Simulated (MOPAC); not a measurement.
Job for MOPAC: AM1 on FH4NOSi (SMILES N[SiH](O)F), a point of a torsion scan.

```
AM1 1SCF PRECISE CHARGE=0 THREADS=1
FH4NOSi

N      1.21679260 1    -0.30090005 1     0.08704863 1
Si    -0.30923406 1     0.45793237 1     0.14985838 1
O     -1.41704140 1    -0.42324500 1    -0.63886138 1
F     -0.14958100 1     1.86905873 1    -0.61224570 1
H      1.93208551 1     0.06947789 1    -0.51436687 1
H      1.29242560 1    -1.29831580 1     0.17343964 1
H     -0.71174584 1     0.77973485 1     1.50377573 1
H     -2.31454416 1    -0.12287810 1    -0.74916473 1
```

Program output:

```
*******************************************************************************
 **                                                                           **
 **                              MOPAC v23.2.5                                **
 **                                                                           **
 *******************************************************************************
 ** MOPAC's Digital Object Identifier: https://doi.org/10.5281/zenodo.6511958 **
 **                                                                           **
 ** Please cite the open-source release paper for use of this MOPAC version:  **
 ** J. E. Moussa and J. J. P. Stewart (2026)                                  **
 ** MOPAC: An open-source semiempirical molecular orbital program             **
 ** J. Open Source Softw., 11(119), 8025, https://doi.org/10.21105/joss.08025 **
 *******************************************************************************

                              AM1 CALCULATION RESULTS

 *******************************************************************************
 *  AM1        - The AM1 Hamiltonian to be used
 *
 *
 *
 *                 CHARGE ON SYSTEM = 0
 *
 *
 *
 *  PRECISE    - TIGHTER CRITERIA TO BE USED
 *  1SCF       - DO 1 SCF AND THEN STOP
 *  THREADS=1  - MULTI-THREADING NOT USED
 *  T=         - A TIME OF 172800.0 SECONDS REQUESTED
 *  DUMP=N     - RESTART FILE WRITTEN EVERY 7200.0 SECONDS REQUESTED
 *******************************************************************************
AM1 1SCF PRECISE CHARGE=0 THREADS=1
 FH4NOSi

   ATOM   CHEMICAL          X               Y               Z
  NUMBER   SYMBOL      (ANGSTROMS)     (ANGSTROMS)     (ANGSTROMS)

     1       N          1.21679260  *  -0.30090005  *   0.08704863  *
     2      Si         -0.30923406  *   0.45793237  *   0.14985838  *
     3       O         -1.41704140  *  -0.42324500  *  -0.63886138  *
     4       F         -0.14958100  *   1.86905873  *  -0.61224570  *
     5       H          1.93208551  *   0.06947789  *  -0.51436687  *
     6       H          1.29242560  *  -1.29831580  *   0.17343964  *
     7       H         -0.71174584  *   0.77973485  *   1.50377573  *
     8       H         -2.31454416  *  -0.12287810  *  -0.74916473  *



          CARTESIAN COORDINATES

    NO.       ATOM           X           Y           Z

     1         N          1.2168     -0.3009      0.0870
     2        Si         -0.3092      0.4579      0.1499
     3         O         -1.4170     -0.4232     -0.6389
     4         F         -0.1496      1.8691     -0.6122
     5         H          1.9321      0.0695     -0.5144
     6         H          1.2924     -1.2983      0.1734
     7         H         -0.7117      0.7797      1.5038
     8         H         -2.3145     -0.1229     -0.7492

  H: (AM1): M.J.S. DEWAR ET AL, J. AM. CHEM. SOC. 107 3902-3909 (1985)
  N: (AM1): M.J.S. DEWAR ET AL, J. AM. CHEM. SOC. 107 3902-3909 (1985)
  O: (AM1): M.J.S. DEWAR ET AL, J. AM. CHEM. SOC. 107 3902-3909 (1985)
  F: (AM1): M.J.S. DEWAR AND E. G. ZOEBISCH, THEOCHEM, 180, 1 (1988).
 Si: (AM1): M.J.S.DEWAR, C. JIE, ORGANOMETALLICS, 6, 1486-1490 (1987).

           Empirical Formula: H4 N O Si F  =     8 atoms



      MOLECULAR POINT GROUP   :   C1


      RHF CALCULATION, NO. OF DOUBLY OCCUPIED LEVELS = 13


 -------------------------------------------------------------------------------
 AM1 1SCF PRECISE CHARGE=0 THREADS=1
 FH4NOSi



     1SCF WAS SPECIFIED, SO BFGS WAS NOT USED
     SCF FIELD WAS ACHIEVED


                              AM1 CALCULATION
                                                       MOPAC v23.2.5 Linux




          FINAL HEAT OF FORMATION =       -180.51159 KCAL/MOL =    -755.26049 KJ/MOL


          COSMO AREA              =        102.01 SQUARE ANGSTROMS
          COSMO VOLUME            =         87.99 CUBIC ANGSTROMS

          IONIZATION POTENTIAL    =         10.290357 EV
          HOMO LUMO ENERGIES (EV) =        -10.290  1.685
          NO. OF FILLED LEVELS    =         13
          MOLECULAR WEIGHT        =         81.1216         POINT GROUP:  C1

          MOLECULAR DIMENSIONS (Angstroms)

            Atom       Atom       Distance
            H     8    H     5     4.25746
            H     6    F     4     3.30714
            O     3    H     7     2.30039


          SCF CALCULATIONS        =          1





   ATOM   CHEMICAL          X               Y               Z
  NUMBER   SYMBOL      (ANGSTROMS)     (ANGSTROMS)     (ANGSTROMS)

     1       N          1.21679260  *  -0.30090005  *   0.08704863  *
     2      Si         -0.30923406  *   0.45793237  *   0.14985838  *
     3       O         -1.41704140  *  -0.42324500  *  -0.63886138  *
     4       F         -0.14958100  *   1.86905873  *  -0.61224570  *
     5       H          1.93208551  *   0.06947789  *  -0.51436687  *
     6       H          1.29242560  *  -1.29831580  *   0.17343964  *
     7       H         -0.71174584  *   0.77973485  *   1.50377573  *
     8       H         -2.31454416  *  -0.12287810  *  -0.74916473  *

                             CARTESIAN COORDINATES

   1    N        1.216792600    -0.300900050     0.087048630
   2   Si       -0.309234060     0.457932370     0.149858380
   3    O       -1.417041400    -0.423245000    -0.638861380
   4    F       -0.149581000     1.869058730    -0.612245700
   5    H        1.932085510     0.069477890    -0.514366870
   6    H        1.292425600    -1.298315800     0.173439640
   7    H       -0.711745840     0.779734850     1.503775730
   8    H       -2.314544160    -0.122878100    -0.749164730


           Empirical Formula: H4 N O Si F  =     8 atoms



      MOLECULAR POINT GROUP   :   C1


                  EIGENVALUES
 -47.57345 -36.53091 -32.31362 -19.06823 -17.08567 -16.58966 -15.64836 -15.07674
 -14.06428 -13.48029 -13.03582 -11.51541 -10.29036   1.68518   2.01510   2.06618
   2.94680   5.21054   5.78978   6.17563


              NET ATOMIC CHARGES AND DIPOLE CONTRIBUTIONS

  ATOM NO.   TYPE          CHARGE      No. of ELECS.   s-Pop       p-Pop
    1          N          -0.759827        5.7598     1.54098     4.21885
    2         Si           1.681925        2.3181     0.71969     1.59838
    3          O          -0.710958        6.7110     1.82684     4.88412
    4          F          -0.490318        7.4903     1.88013     5.61019
    5          H           0.190277        0.8097     0.80972
    6          H           0.189147        0.8109     0.81085
    7          H          -0.360733        1.3607     1.36073
    8          H           0.260486        0.7395     0.73951
 DIPOLE           X         Y         Z       TOTAL
 POINT-CHG.    -0.470    -0.780     0.661     1.125
 HYBRID        -0.059    -0.137    -0.659     0.675
 SUM           -0.530    -0.916     0.002     1.059


          ATOMIC ORBITAL ELECTRON POPULATIONS

     Atom    s        px        py        pz
    1  N   1.54098   1.32752   1.19335   1.69798
    2 Si   0.71969   0.54546   0.42764   0.62528
    3  O   1.82684   1.31012   1.73197   1.84202
    4  F   1.88013   1.93435   1.77996   1.89588
    5  H   0.80972
    6  H   0.81085
    7  H   1.36073
    8  H   0.73951

 **********************
 *                    *
 * JOB ENDED NORMALLY *
 *                    *
 **********************




 == MOPAC DONE ==
```

The run finished.

Cost: very roughly 0.03 core-seconds.
